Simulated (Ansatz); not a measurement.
Two structures of SiH4BrClO, closed shell, reached by relaxing down either side of one saddle point (PBE0-D4/def2-TZVP). Energies are electronic, without zero-point energy. Ansatz 0.2.0; basis: def2-TZVPP and def2-QZVPP; cores frozen in the correlated methods. Filled d shells of the heavier atoms are correlated. The def2 sets are not built for correlating such inner shells, so the correlated values are less sure here. Extrapolation: Hartree–Fock as exp(−7.88 √X), correlation as X^−2.97. First:

```
atom    x (Å)    y (Å)    z (Å)
 Si1  -0.6933  -0.7149   0.5752
 Br2   1.4825  -0.8421   1.1243
  H3  -0.8451  -1.6307  -0.5766
  H4  -1.4644  -1.1383   1.7575
  O5  -1.1168   0.8172   0.2387
  H6   1.8493   0.7337  -0.8423
 Cl7   1.4478   1.5122  -1.7930
  H8  -0.6599   1.2629  -0.4836
```

Second:

```
8
angstrom
Si -0.6606 0.1610 0.0774
Br 2.7720 -1.8579 0.7132
H -0.6172 -1.0978 -0.6976
H -0.4859 -0.0315 1.5265
O -2.0635 0.9678 -0.1216
H 2.4916 -0.5886 0.1256
Cl 0.9320 1.2900 -0.6128
H -2.3682 1.1569 -1.0105
```

**Question.** Which bonds change from the first to the second?

**Answer.** SiH₃BrO ([OH][SiH2][Br]) + HCl → SiH₃ClO ([OH][SiH2][Cl]) + HBr; bonds formed: Si1–Cl7, Br2–H6; bonds broken: Si1–Br2, H6–Cl7.

**Question.** Give the saddle point's structure and its height above each. (An estimate is asked for; the value comes from the calculation.)

**Answer.** Computed: 1.616 eV above the first and 1.557 eV above the second (CCSD(T) at an estimated basis limit (MP2 extrapolated from triple and quadruple zeta, plus CCSD(T) − MP2 in triple zeta)).
| atom | x (Å) | y (Å) | z (Å) |
| --- | --- | --- | --- |
| Si1 | -0.4865 | -0.3157 | 0.2206 |
| Br2 | 1.9419 | -1.0595 | 0.9481 |
| H3 | -0.5927 | -1.3393 | -0.8318 |
| H4 | -0.8201 | -0.7847 | 1.5768 |
| O5 | -1.5328 | 0.9372 | 0.1528 |
| H6 | 1.9258 | 0.0434 | -0.2911 |
| Cl7 | 1.0550 | 0.9909 | -1.1726 |
| H8 | -1.4904 | 1.5276 | -0.6027 |

No T1 diagnostic of these runs exceeds 0.011.

Labels in which every atom is bracketed show which atoms are joined, not bond orders.

For scale, one of the runs: CCSD(T)/def2-TZVPP, 219 basis functions, launched by `ansatz run in.yaml --threads 4 --pin off --events-out ev --progress --plain --max-ram 9574MiB`. Hardware: 4 CPU threads of an Arm Neoverse V1, shared host. Wall time 2.1 min; peak host memory 3.2 GiB.
